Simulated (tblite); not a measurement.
Compound: C4H7OPSi.
SMILES: `C#C[P@@]1(=O)C[C@H]1[SiH3]`

Method: GFN2-xTB as coded in tblite; computed harmonic values from a numerical Hessian at the method's own geometry, unscaled. This tight-binding method is rough: wavenumbers can miss measured ones by several per cent, in bad cases by 10 to 20. Modes of hydrogen on silicon can be 10 to 20 % off.

Harmonic wavenumbers (cm⁻¹): 67.5, 92.1, 107.7, 151.0, 173.3, 263.6, 302.4, 318.2, 375.1, 516.1, 548.8, 611.1, 652.7, 666.1, 674.3, 721.3, 754.3, 773.3, 782.9, 791.2, 810.8, 930.9, 984.4, 1021.0, 1083.9, 1189.6, 1278.1, 1395.4, 2204.4, 2261.8, 2273.7, 2289.6, 2997.5, 3043.6, 3073.3, 3365.3.

A = 2387, B = 1478, C = 1065 MHz; mass 130.000 u (most abundant isotopes); point group C1, symmetry number 1.

Problem. Zero-point energy?

Solution. ½Σν̃ = 19773 cm⁻¹ = 236.54 kJ/mol.

Problem. Entropy at 400 K, 1 bar (ideal gas, RRHO, classical rotation)?

Solution. Translation 175.67, rotation 124.32, vibration 148.97: S = 449.0 J/(mol K).

Problem. And Cp and H(400 K) − H(0)?

Solution. Cp = 183.56 J/(mol K), of which vibrations give 150.30 (their classical limit is 36 R = 299.3); H(400 K) − H(0) = 44.90 kJ/mol without the zero-point energy, 31.60 from vibrations.

Problem. Blend soft modes into free rotors: weight 1/[1 + (100 cm⁻¹/ν̃)⁴] for the oscillator and the rest for a rotor with moment μB/(μ + B), μ = h/(8π²ν), B = 10⁻⁴⁴ kg m². What vibrational entropy results?

Solution. 140.34 J/(mol K) in place of 148.97, which changes −T·S at 400 K by +3.45 kJ/mol.

Problem. Which modes carry the vibrational entropy at 400 K?

Solution. 67.5 cm⁻¹: 20.10; 92.1 cm⁻¹: 17.54; 107.7 cm⁻¹: 16.25; 151.0 cm⁻¹: 13.49; 173.3 cm⁻¹: 12.38; 263.6 cm⁻¹: 9.06 J/(mol K); the other 30 give 60.14 together.

Hindered rotation and anharmonicity are outside this model. The structure is chiral; the term R ln 2 for an equal mix with its mirror image is left out.

Hardware: one thread of an Arm Neoverse V2, shared host. Cost: 0.39 s. This covers the Hessian and the dipole derivatives.
